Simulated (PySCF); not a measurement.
Species: (KNH2)2 ring, H4K2N2.
Structure used (PBE0-D3(BJ)/def2-SVP), in Å, numbered top down from 1:
```
atom  x, y, z in Å
K1     0.1316   -0.1138    1.7728
N2     0.2453   -1.9193   -0.1392
K3    -0.1768    0.1084   -1.7708
N4    -0.2466    1.9188    0.1384
H5     1.1277   -2.4346   -0.2483
H6    -0.4341   -2.6899   -0.1328
H7     0.4610    2.6636    0.1257
H8    -1.1080    2.4669    0.2541
```

Method used: PySCF 2.14.0, density-fitted response routines, TDDFT PBE0/def2-SVPD, vertical, gas phase, core orbitals frozen in the response.

Question: What does the calculation give for the low-lying excited states?

Answer: 

```json
{"state": "S1", "E (eV)": "2.68", "λ (nm)": "462.3", "f": "0.0000", "|μ| (D)": "0.01", "main configurations (H = HOMO, L = LUMO)": "H→L (96%)"}
{"state": "S2", "E (eV)": "2.96", "λ (nm)": "418.5", "f": "0.150", "|μ| (D)": "3.66", "main configurations (H = HOMO, L = LUMO)": "H-1→L (96%)"}
{"state": "S3", "E (eV)": "3.30", "λ (nm)": "376.0", "f": "0.0058", "|μ| (D)": "0.68", "main configurations (H = HOMO, L = LUMO)": "H→L+1 (99%)"}
{"state": "S4", "E (eV)": "3.50", "λ (nm)": "354.4", "f": "0.0000", "|μ| (D)": "0.03", "main configurations (H = HOMO, L = LUMO)": "H-1→L+1 (99%)"}
{"state": "S5", "E (eV)": "3.62", "λ (nm)": "342.7", "f": "0.0000", "|μ| (D)": "0.02", "main configurations (H = HOMO, L = LUMO)": "H→L+2 (99%)"}
{"state": "S6", "E (eV)": "3.73", "λ (nm)": "332.4", "f": "0.028", "|μ| (D)": "1.40", "main configurations (H = HOMO, L = LUMO)": "H→L+3 (91%)"}
{"state": "S7", "E (eV)": "3.82", "λ (nm)": "324.5", "f": "0.0000", "|μ| (D)": "0.03", "main configurations (H = HOMO, L = LUMO)": "H-1→L+2 (99%)"}
{"state": "S8", "E (eV)": "3.90", "λ (nm)": "318.2", "f": "0.0000", "|μ| (D)": "0.01", "main configurations (H = HOMO, L = LUMO)": "H-1→L+3 (65%), H→L+5 (30%)"}
{"state": "S9", "E (eV)": "4.08", "λ (nm)": "304.0", "f": "0.0000", "|μ| (D)": "0.01", "main configurations (H = HOMO, L = LUMO)": "H→L+4 (99%)"}
{"state": "S10", "E (eV)": "4.13", "λ (nm)": "300.5", "f": "0.0000", "|μ| (D)": "0.01", "main configurations (H = HOMO, L = LUMO)": "H→L+5 (67%), H-1→L+3 (31%)"}
```

Triplets (Tamm–Dancoff): T1 2.59 eV, H→L (93%); T2 2.77 eV, H-1→L (90%); T3 3.02 eV, H→L+1 (94%); T4 3.20 eV, H-1→L+1 (92%).

The lowest singlet comes at 462 nm (259 kJ/mol) in the visible; it is dark (f under 0.0005); its leading configuration is HOMO→LUMO (96%). The most intense listed level is S2 at 2.96 eV (419 nm, f = 0.150), 0.28 eV above S1. Löwdin shares by element: HOMO nitrogen 72%, hydrogen 10% or more (atoms not listed hold the other 17%); LUMO potassium 96%. Weighted by f, the mean energy of these states is 3.09 eV. Orbital energies (eV): HOMO-3 -6.57, HOMO-2 -6.33, HOMO-1 -4.41, HOMO -4.17, LUMO -0.58, LUMO+1 -0.21, LUMO+2 0.28. The listed states span 1.44 eV, and the widest gap between neighbours is 0.33 eV (S2 to S3). 2 computed singlets (S1 to S2) lie in the visible range (380 to 750 nm), the largest f among them at 419 nm, f = 0.150; light of that wavelength is violet, and its complementary colour is yellow-green; a Tamm–Dancoff triplet lies at 479 nm, without intensity as long as spin–orbit coupling is left out. Singlets were solved by full linear response, triplets in the Tamm–Dancoff approximation.

Hardware: one thread, Arm Neoverse V2, no GPU, on a shared host. Cost: 7.8 s.

One conformer stands for the species.
